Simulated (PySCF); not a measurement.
**Assigning NMR signals**

Geometry (Å), atoms numbered from 1 in this order:
```xyz
16

N     4.424   -0.281   -0.489
C     3.478    0.365   -0.466
Si    1.908    1.391   -0.416
O     0.611    0.445   -0.574
C     0.145   -0.640    0.179
C    -1.177   -1.144   -0.403
C    -2.244   -0.105   -0.286
N    -3.311   -0.361    0.317
H     1.797    2.196   -1.619
H     1.968    2.087    0.872
H     0.889   -1.445    0.157
H     0.000   -0.334    1.222
H    -1.024   -1.374   -1.460
H    -1.491   -2.045    0.122
H    -1.991    0.857   -0.753
H    -3.990    0.397    0.358
```

Single conformer, isolated molecule, non-relativistic Hamiltonian, one averaged value for each set of equivalent atoms. Shielding tensors at PBE0/pcSseg-1 (GIAO); geometry: GFN2-xTB; PySCF 2.14.0 with density-fitted response routines.

References, each an isolated molecule treated in the same way: ¹³C (186.93 ppm), ¹H (31.72 ppm) vs TMS.

Q: Assign these signals to the numbered atoms. ¹³C{¹H} NMR (computed): δ 175.7, 124.2, 67.1, 47.0.

A: 
175.7 → C7, carbon bonded to C, N, H
124.2 → C2, carbon bonded to N, Si
67.1 → C5, carbon bonded to C, O, 2 H
47.0 → C6, carbon bonded to 2 C, 2 H

Q: Assign these signals to the numbered atoms. ¹H NMR (500 MHz, computed): δ 11.18 (br s, 1H), 8.72 (t, 1H), 4.97 (s, 2H), 4.21 (t, 2H), 2.61 (m, 2H).

A: 
11.18 → H16, hydrogen on a nitrogen bonded to C
8.72 → H15, hydrogen on a carbon bonded to C, N
4.97 → H9/H10, hydrogen on a silicon bonded to C, O
4.21 → H11/H12, hydrogen on a carbon bonded to C, O
2.61 → H13/H14, hydrogen on a carbon bonded to 2 C

The OH or NH signal is concentration- and solvent-dependent in practice; the value given is the gas-phase one. Shifts are as computed. Against solution values, carbons near 30 ppm lie about +3 ppm off and those near 130 ppm about +5 ppm. Of 1211 compounds with measured shifts, 218 miss one by over three times the rms of a fit or turn the order of signals round; such compounds aren't used in these exercises. No couplings were computed; multiplicities are counted from neighbouring protons, with m where these are inequivalent, close in shift, in a saturated or five-membered ring or joined by F or P, and br s for small geminal =CH2 splittings.
